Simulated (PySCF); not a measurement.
CH7ClOSi3, SMILES Cl[Si@@H]1OC[SiH2][SiH2]1. Atoms are numbered in the order given.

```xyz
13

Cl     2.2823    -0.8081    -0.4547
Si     0.7808    -0.2714     0.8810
O     -0.5112    -1.3126     0.7031
C     -1.3384    -1.2234    -0.4464
Si    -2.0235     0.5682    -0.6358
Si    -0.1550     1.7564     0.1543
H      1.2890    -0.4562     2.2619
H     -0.7787    -1.5113    -1.3560
H     -2.1593    -1.9484    -0.3319
H     -3.1855     0.7635     0.2842
H     -2.4441     0.8508    -2.0417
H      0.6547     2.4414    -0.8947
H     -0.4855     2.6941     1.2691
```

Coordinates come from a PBE0-D3(BJ)/def2-SVP optimisation. The structure was generated by enumeration; whether it is a known compound was not checked. One conformer was computed; it need not be the lowest.

The numbers are results of PBE/pcSseg-1 (PySCF), not measurements.

GIAO shieldings, no solvent; atoms listed in one row are averaged. δ = σ(ref) − σ: ³⁵Cl against HCl (σ = 936.5 ppm); ²⁹Si against TMS (σ = 335.4 ppm); ¹⁷O against H2O (σ = 334.3 ppm); ¹³C against TMS (σ = 182.0 ppm); ¹H against TMS (σ = 31.49 ppm), references at their B3LYP-D3(BJ)/def2-TZVP geometries, non-relativistic (without spin–orbit terms, shifts of atoms bonded to Cl or Br come out too high).

```csv
nucleus,atoms,count,δ (ppm)
³⁵Cl,Cl1,1,87.9
²⁹Si,Si2,1,23.3
²⁹Si,Si5,1,-67.9
²⁹Si,Si6,1,-121.5
¹⁷O,O3,1,90.5
¹³C,C4,1,57.1
¹H,H7,1,6.42
¹H,H9,1,4.80
¹H,H11,1,4.56
¹H,H10,1,4.25
¹H,H8,1,4.03
¹H,"H12, H13",2,3.62
```
